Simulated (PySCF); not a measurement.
SMILES c1([SiH2]CC(C)C)occc1 (GFN2-xTB optimised geometry):

```
24

C      0.453    -3.599     2.912
C     -0.156    -2.332     2.311
C     -1.213    -1.763     3.252
C     -0.746    -2.633     0.931
Si    -1.414    -1.134    -0.036
C     -0.126     0.228     0.000
C      1.244     0.228     0.000
C      1.655     1.579     0.000
C      0.507     2.311    -0.002
O     -0.566     1.510    -0.003
H     -0.312    -4.363     3.040
H      1.229    -4.000     2.262
H      0.895    -3.391     3.884
H      0.640    -1.588     2.196
H     -0.794    -1.602     4.243
H     -1.586    -0.812     2.880
H     -2.051    -2.452     3.341
H      0.025    -3.115     0.326
H     -1.544    -3.369     1.044
H     -1.656    -1.547    -1.427
H     -2.658    -0.599     0.526
H      1.877    -0.637     0.000
H      2.658     1.953     0.002
H      0.334     3.369     0.000
```

Calculation: B3LYP/def2-SVP run with PySCF.

### Question
What are the frontier orbital energies and the dipole moment?

### Answer
HOMO-2 -8.13 eV, HOMO-1 -7.78 eV, HOMO -6.31 eV, LUMO -0.15 eV, LUMO+1 1.12 eV; dipole moment 1.09 D.

Meta-Löwdin charges at B3LYP/def2-SVP: C1 -0.28, C2 -0.02, C3 -0.28, C4 -0.40, Si5 0.64, C6 -0.08, C7 -0.15, C8 -0.17, C9 0.05, O10 -0.23, H11 0.09, H12 0.09, H13 0.09, H14 0.08, H15 0.09, H16 0.09, H17 0.09, H18 0.10, H19 0.10, H20 -0.12, H21 -0.11, H22 0.11, H23 0.12, H24 0.12.
